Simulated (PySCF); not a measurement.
**Peak assignment**

Geometry:
```json
{"atom": "N1", "x (Å)": "-3.043", "y (Å)": "0.394", "z (Å)": "0.341"}
{"atom": "C2", "x (Å)": "-2.161", "y (Å)": "-0.764", "z (Å)": "0.442"}
{"atom": "C3", "x (Å)": "-0.730", "y (Å)": "-0.465", "z (Å)": "0.108"}
{"atom": "C4", "x (Å)": "-0.174", "y (Å)": "-0.351", "z (Å)": "-1.135"}
{"atom": "O5", "x (Å)": "1.120", "y (Å)": "-0.011", "z (Å)": "-1.054"}
{"atom": "C6", "x (Å)": "1.434", "y (Å)": "0.108", "z (Å)": "0.260"}
{"atom": "Si7", "x (Å)": "3.192", "y (Å)": "0.583", "z (Å)": "0.696"}
{"atom": "C8", "x (Å)": "0.320", "y (Å)": "-0.158", "z (Å)": "1.010"}
{"atom": "H9", "x (Å)": "-2.718", "y (Å)": "1.133", "z (Å)": "0.955"}
{"atom": "H10", "x (Å)": "-3.030", "y (Å)": "0.758", "z (Å)": "-0.607"}
{"atom": "H11", "x (Å)": "-2.548", "y (Å)": "-1.531", "z (Å)": "-0.234"}
{"atom": "H12", "x (Å)": "-2.226", "y (Å)": "-1.138", "z (Å)": "1.467"}
{"atom": "H13", "x (Å)": "-0.588", "y (Å)": "-0.497", "z (Å)": "-2.114"}
{"atom": "H14", "x (Å)": "3.601", "y (Å)": "-0.211", "z (Å)": "1.855"}
{"atom": "H15", "x (Å)": "3.250", "y (Å)": "2.008", "z (Å)": "1.035"}
{"atom": "H16", "x (Å)": "4.030", "y (Å)": "0.302", "z (Å)": "-0.467"}
{"atom": "H17", "x (Å)": "0.262", "y (Å)": "-0.146", "z (Å)": "2.080"}
```

Computed data (PySCF 2.14): GFN2-xTB geometry, GIAO PBE0/pcSseg-1 shieldings. No solvent model, a single conformation, one averaged value for each set of equivalent atoms, non-relativistic Hamiltonian.

References, each an isolated molecule treated in the same way: TMS for 13C, 1H.

Problem. Assign these signals to the numbered atoms. 13C{1H} NMR (computed): δ 152.9 (C), 150.0 (CH), 139.9 (C), 130.5 (CH), 42.7 (CH2).

Solution. 
```tsv
δ (ppm)	atoms	environment	reason
152.9	C6	substituted aromatic carbon next to the ring oxygen	–
150.0	C4	aromatic CH next to the ring oxygen	–
139.9	C3	substituted aromatic carbon	–
130.5	C8	aromatic CH	the aromatic region
42.7	C2	sp3 CH2 bonded to N, on an aromatic ring	deshielded by the electronegative neighbour
```

Problem. Assign these signals to the numbered atoms. 1H NMR (600 MHz, computed): δ 7.73 (m, 1H), 6.96 (m, 1H), 4.48 (s, 3H), 3.84 (s, 2H), 0.72 (br s, 2H).

Solution. 
| δ (ppm) | atoms | environment | reason |
| --- | --- | --- | --- |
| 7.73 | H13 | hydrogen on an aromatic CH next to the ring oxygen | ring-current deshielding |
| 6.96 | H17 | hydrogen on an aromatic CH | it sits in the deshielding region of the aromatic ring current |
| 4.48 | H14/H15/H16 | hydrogen on a silicon bonded to C | – |
| 3.84 | H11/H12 | hydrogen on an sp3 CH2 bonded to N, on an aromatic ring | its carbon carries N, which withdraws density |
| 0.72 | H9/H10 | hydrogen on an amine nitrogen | labile proton, position sensitive to the medium |

OH/NH shifts are gas-phase values; hydrogen bonding in solution moves them, usually downfield. Shifts are as computed. Against solution values, carbons near 30 ppm lie about +3 ppm off and those near 130 ppm about +5 ppm. Of 1211 compounds with measured shifts, 218 miss one by over three times the rms of a fit or turn the order of signals round; such compounds aren't used in these exercises. No couplings were computed; multiplicities are counted from neighbouring protons, with m where these are inequivalent, close in shift, in a saturated or five-membered ring or joined by F or P, and br s for small geminal =CH2 splittings.
